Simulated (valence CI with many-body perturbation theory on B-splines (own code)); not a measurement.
# As⁺: electric-dipole lines

Level of theory: valence CI with perturbative core correlation (CI+MBPT): four valence electrons over a frozen Dirac-Fock core [Ar] 3d10, radial functions for each j: 11 s, 11 p, 9 d, 7 f, 5 g, 2 h, 1 i, with the one-electron correlation potential Σ1 (screened to all orders), the two-electron term Σ2, the three-electron term Σ3, Breit, model QED; selected single and double excitations, second order for the rest, scaled by the run's own slope (own B-spline code, finite nucleus).

Set against measurement, 16 paired levels are off by 197 cm⁻¹ on average, the worst by 355. These come from a selection out of the NIST Handbook of Basic Atomic Spectroscopic Data. Levels without a partner in it may be off by more. Among the levels kept, up to 510 cm⁻¹ of a level comes from second order outside the variational space, and about a tenth of that is noise between levels of different J, which matters for small intervals.

Lines 1 to 50 of 265 in falling wavelength, among levels below 128251 cm⁻¹, chosen from the strongest by gf and those to the six lowest levels. Wavelengths and rates use the calculated energies, so an error of 200 cm⁻¹ moves a line at 49360 Å by 9.9 % and its rate by three times that or more. Electric multipoles are in the length gauge, E1 and E2 with the static RPA response of the core. Weak lines are less certain than strong ones. Lines between different terms over intervals too small for the method are left out, as are lines whose strength nearly cancels. Where a level lies close to another of its J and parity, the split of strength between their lines is uncertain. The highest levels of a list are the least certain.

Names give the largest LS component (configuration and term), which can be under half, so a name can repeat, a term be missing and a line seem to break the LS rules; names also repeat where a configuration has a term twice. Letters in brackets count levels of one name in rising energy.

```
λ vac (Å)             Upper          Lower   A (s⁻¹)  log gf  Branch %
    49360     4s²4p5d ¹P°_1   4s²4p4f ¹D_2  2.11e+05   -0.64       0.0
    48130      4s²4p4f ¹G_4  4s²4p5d ³D°_3  7.00e+04   -0.66       0.0
    46340  4s²4p4f ³F_4 [a]  4s²4p5d ³F°_3  4.31e+05    0.10       0.1
    41360      4s²4p6p ³P_1  4s²4p5d ³F°_2  3.17e+05   -0.61       0.8
    41110      4s²4p6p ³D_3  4s²4p5d ³F°_4  1.10e+06    0.29       3.0
    37100      4s²4p4f ¹F_3  4s²4p5d ³F°_2  3.45e+05   -0.30       0.1
    36720      4s²4p4f ³F_2    4s4p³ ¹P°_1  2.38e+05   -0.62       0.1
    36480      4s²4p4f ³F_3  4s²4p5d ³F°_2  5.57e+05   -0.11       0.2
    35230  4s²4p4f ³F_4 [b]  4s²4p5d ³F°_4  1.94e+05   -0.49       0.1
    29890      4s²4p4f ³G_5  4s²4p5d ³F°_4  2.15e+06    0.50       0.6
    25620      4s²4p4f ³D_2  4s²4p5d ³D°_1  4.74e+05   -0.63       0.2
    23380      4s²4p5p ¹S_0  4s²4p4d ¹P°_1  2.24e+06   -0.74       2.1
    21150  4s²4p4f ³F_4 [b]  4s²4p5d ³F°_3  5.33e+05   -0.49       0.2
    18850      4s²4p4f ³G_3  4s²4p5d ³F°_2  1.31e+06   -0.31       0.4
    18510      4s²4p4f ¹G_4  4s²4p5d ³F°_3  1.10e+06   -0.29       0.4
    17420      4s²4p4f ¹D_2    4s4p³ ¹P°_1  1.74e+06   -0.40       0.7
    16910      4s²4p6p ¹P_1  4s²4p6s ¹P°_1  1.11e+07    0.15      29.4
    16510      4s²4p6p ³D_1  4s²4p6s ³P°_1  9.36e+06    0.06      36.7
    16000      4s²4p6p ³D_1  4s²4p6s ³P°_0  3.72e+06   -0.37      14.6
    15750      4s²4p4f ³D_2    4s4p³ ¹P°_1  1.17e+06   -0.66       0.5
    15230      4s²4p6p ³D_3  4s²4p6s ³P°_2  1.50e+07    0.56      40.4
    14950      4s²4p6p ³P_1  4s²4p6s ³P°_1  4.01e+06   -0.39       9.9
    14780      4s²4p6p ³D_2  4s²4p6s ³P°_1  1.66e+07    0.44      45.8
    14770      4s²4p6p ³P_2  4s²4p6s ³P°_2  1.70e+07    0.44      36.3
    14530      4s²4p6p ³P_1  4s²4p6s ³P°_0  1.32e+07    0.10      32.5
    14270      4s²4p4f ¹D_2  4s²4p6s ¹P°_1  1.23e+06   -0.73       0.5
    14060      4s²4p6p ³P_0  4s²4p6s ³P°_1  1.89e+07   -0.25      37.6
    13950      4s²4p6p ¹S_0    4s4p³ ¹P°_1  1.01e+07   -0.53      23.1
    13890     4s²4p7s ³P°_0   4s²4p6p ³P_1  2.80e+07   -0.09      12.2
    13890      4s²4p6p ³S_1  4s²4p6s ³P°_2  1.71e+07    0.17      42.5
    13870      4s²4p6p ¹D_2  4s²4p6s ¹P°_1  1.70e+07    0.39      26.3
    13500      4s²4p4f ³D_3  4s²4p6s ³P°_2  1.48e+06   -0.55       0.5
    13000      4s²4p5p ³D_2  4s²4p4d ³F°_3  5.52e+06   -0.16       5.9
    12770     4s²4p7s ³P°_0   4s²4p6p ³D_1  1.06e+07   -0.59       4.6
    12180      4s²4p5p ³D_1  4s²4p4d ³F°_2  4.76e+06   -0.50       5.1
    11900      4s²4p5p ³D_3  4s²4p4d ³F°_4  7.62e+06    0.05       8.3
    11850      4s²4p6p ¹S_0  4s²4p6s ¹P°_1  1.73e+07   -0.44      39.7
    11040      4s²4p6p ³D_1    4s4p³ ¹D°_2  3.72e+06   -0.69      14.6
    10930       4s4p³ ¹D°_2   4s²4p5p ¹D_2  2.67e+06   -0.62       0.1
    10030      4s²4p4f ¹F_3    4s4p³ ¹D°_2  1.05e+07    0.05       3.2
     8344      4s²4p6p ¹P_1    4s4p³ ¹D°_2  5.70e+06   -0.75      15.2
     8070      4s²4p5p ¹P_1  4s²4p4d ¹D°_2  9.67e+06   -0.55      13.3
     8043      4s²4p5p ¹P_1  4s²4p5s ¹P°_1  9.69e+06   -0.55      13.3
     7949      4s²4p4f ³G_3    4s4p³ ¹D°_2  1.10e+07   -0.14       3.3
     7641      4s²4p4f ³D_3    4s4p³ ¹D°_2  5.57e+06   -0.47       2.0
     7638       4s4p³ ¹P°_1   4s²4p5p ¹S_0  1.89e+07   -0.31       0.5
     7133      4s²4p5p ³D_1  4s²4p5s ¹P°_1  1.38e+07   -0.50      14.8
     6837       4s4p³ ¹D°_2   4s²4p5p ³D_1  6.26e+06   -0.66       0.1
     6570     4s²4p6s ¹P°_1   4s²4p5p ¹D_2  5.54e+07    0.03       9.3
     6509     4s²4p6s ³P°_1   4s²4p5p ³P_1  9.47e+06   -0.74       1.6
```
